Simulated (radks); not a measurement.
Spherical jellium clusters: N electrons in a uniform positive sphere of charge N and radius rs N^(1/3), rs = 4.47 bohr. Method: non-relativistic Kohn-Sham, PBEsol, spin-polarised, spherical densities; computed with a radial shooting solver with Libxc functionals. Levels are named by radial order and angular momentum (1s, 1p, 1d, 2s, ...), and open shells are averaged over m.

N = 4, configuration 1s2 1p(up 2, down 0). This is the lowest configuration that the search found. Occupied and some empty levels:

| level | occupation | eigenvalue (eV) | <r> (bohr) |
|---|---|---|---|
| 1s up | 1 | -3.8515 | 5.110 |
| 1s down | 1 | -3.3694 | 4.789 |
| 1p up | 2 | -2.5035 | 6.335 |
| 1p down | 0 | -1.8514 | 6.324 |
| 1d up | 0 | -0.97684 | 7.865 |
| 2s up | 0 | -0.74329 | 9.234 |

Energy (eV): total -6.27717, kinetic 6.0893, external -71.177, Hartree 34.654, exchange-correlation -12.658, background 36.815.
